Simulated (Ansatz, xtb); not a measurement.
## Relative energy of two isomers of C2H7FOSi3

Structure a: `C#C[SiH2]O[SiH2][SiH2]F`, a singlet. Structure b: `O=C1[SiH2][SiH2]C[Si@@H]1F`, a singlet. Both are isolated molecules in the gas phase, relaxed with B3LYP-D3(BJ)/def2-SVP; the shapes shown needn't be the lowest conformers.

a (Å):

```xyz
14

C    -0.1208   -1.0904    2.4052
C    -0.8957   -0.6529    1.5735
F     1.8752    3.6007    2.3207
O    -1.6392    1.6272    0.0620
Si   -2.0486    0.0463    0.3187
Si   -0.6183    2.8679    0.5194
Si    1.0099    2.2222    2.1018
H     0.5622   -1.4787    3.1394
H    -1.9132   -0.7230   -0.9436
H    -3.4368   -0.0433    0.8375
H    -1.4328    3.9750    1.0989
H     0.0791    3.3835   -0.6936
H     0.4512    1.8305    3.4241
H     1.9483    1.1762    1.6123
```

b (Å):

```xyz
14

C     0.2173    1.4941    0.0986
C     0.4720   -1.3427    1.0056
F     0.8801    0.8145    2.7997
O     0.6891    2.3689   -0.5972
Si   -1.7000    0.9804    0.0842
Si   -1.4379   -1.1776    1.0118
Si    1.2490    0.3359    1.2779
H    -2.2359    1.0278   -1.3059
H    -2.4622    1.9181    0.9582
H    -1.9485   -1.2292    2.4111
H    -2.0727   -2.2727    0.2222
H     0.8151   -2.0928    1.7369
H     0.7790   -1.6980    0.0043
H     2.7208    0.4245    1.1028
```

Question: Estimate E(b) − E(a) at the level CCSD(T)/def2-SVP + ΔMP2/def2-TZVPP.

Answer: Calculated at CCSD(T)/def2-SVP + ΔMP2/def2-TZVPP: E(b) − E(a) = +1.066 eV, so structure a lies lower.

Level by level:

```csv
level,geometry,E(b) − E(a) (eV),departure from the last row (eV),"job, with rough time for the two"
B3LYP-D3(BJ)/def2-SVP,B3LYP-D3(BJ)/def2-SVP,+0.507,−0.559,"optimisation, 1.9 min"
HF/def2-SVP,B3LYP-D3(BJ)/def2-SVP,+1.147,+0.080,part of the CCSD(T) run
MP2/def2-SVP,B3LYP-D3(BJ)/def2-SVP,+0.830,−0.236,part of the CCSD(T) run
CCSD(T)/def2-SVP,B3LYP-D3(BJ)/def2-SVP,+0.694,−0.372,single point
CCSD(T)/def2-SVP + ΔMP2/def2-TZVPP,B3LYP-D3(BJ)/def2-SVP,+1.066,,"single point, 71 s"
```

As drawn, b has 1 C=O, 3 C–Si, 1 C–H in place of 1 C≡C, 2 O–Si, 1 Si–H. Structure a has no ring, b a 5-membered ring.

The levels shown agree on the order. The largest departure from CCSD(T)/def2-SVP + ΔMP2/def2-TZVPP is that of B3LYP-D3(BJ)/def2-SVP, 0.559 eV. Levels run at GFN2-xTB geometries aren't shown. The last row adds to CCSD(T) the change of the MP2 difference between the two basis sets, here +0.372 eV, a large step that makes the value less sure.

With thermal terms from frequencies at re-optimised GFN2-xTB minima (ideal gas, soft modes damped towards free rotors, one conformer each, 298.15 K, 1 atm): the zero-point term adds +0.117 eV; ΔH is +1.141 and ΔG +1.268 eV.

The correlated steps freeze 19 core orbitals. Mirror images aren't counted in ΔG. Run with Ansatz 0.2.0, xtb 6.7.1; the last row on 4 threads of Arm Neoverse V1 on a shared host.
